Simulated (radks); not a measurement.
Excited configurations of Yb II: one electron is placed in a higher orbital outside [Xe] 4f14. The ground configuration is [Xe] 4f14 6s1. Calculated with a radial shooting solver on a logarithmic mesh with Libxc functionals: scalar-relativistic Kohn-Sham, r2SCAN, spin-polarised, spherical densities, finite nucleus; open shells are filled with parallel spins first (spin-orbit coupling, left out, can overturn this in heavy ions); meta-GGA in the generalised Kohn-Sham scheme; Fermi nuclear charge, rms radius 5.3108 fm. Excitation = E - E(ground); binding = E(ion) - E, where the ion is the core of charge +2; n* = 2/sqrt(2 binding) in atomic units, and the quantum defect is n - n*.

| outer orbital | excitation (eV) | binding (eV) | n* | quantum defect | eigenvalue (eV) | <r> (bohr) |
|---|---|---|---|---|---|---|
| 5d | 3.101 | 9.057 | 2.451 | 2.549 | -5.629 | 2.986 |
| 6p | 3.799 | 8.359 | 2.552 | 3.448 | -6.535 | 4.627 |
| 6d | 7.541 | 4.617 | 3.433 | 2.567 | -3.459 | 7.582 |
| 6f | 9.898 | 2.260 | 4.907 | 1.093 | -1.729 | 15.44 |
| 7s | 6.523 | 5.635 | 3.108 | 3.892 | -4.527 | 7.474 |
| 7p | 7.794 | 4.364 | 3.531 | 3.469 | -3.485 | 9.211 |
| 7d | 9.340 | 2.818 | 4.395 | 2.605 | -2.209 | 13.44 |
| 7f | 10.559 | 1.599 | 5.834 | 1.166 | -1.260 | 23.38 |

The Delta-SCF ionisation energy is 12.158 eV (NIST Atomic Spectra Database: 12.179 eV, measured). Self-interaction in the functional shifts the binding energies and quantum defects, so they are the method's values and not measured ones.
